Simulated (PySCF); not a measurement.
# How methods differ on the excitation energy of B

B [He] 2s2 2p1 (2P) → B [He] 2s2 3d1 (2D), as a difference of total energies. Computed with PySCF 2.14 in aug-cc-pCVTZ-DK with one added diffuse shell each of s, p, d, f type (8s7p5d3f, 75 functions), with scalar relativity by spin-free X2C-1e. Correlated levels: valence: 1s2 frozen. The calculations carry no spin-orbit coupling.

```
           method  excitation energy (eV)
              UHF                   6.569
    MP2 (valence)                   6.742
SCS-MP2 (valence)                   6.718
   CCSD (valence)                   6.451
CCSD(T) (valence)                   6.112
```

Task: How much does correlation contribute at CCSD(T) (valence)?

Result: 6.112 − (6.569) = -0.457 eV, measured against UHF.

Errors of the correlated levels include the incompleteness of this basis and the frozen core.

The coupled-cluster amplitudes are large for the upper state (T1 above 0.03 or a double amplitude above 0.15), so a single reference is strained.

For comparison: 6.789 eV (measured; NIST levels, between the centres of gravity of the two terms).
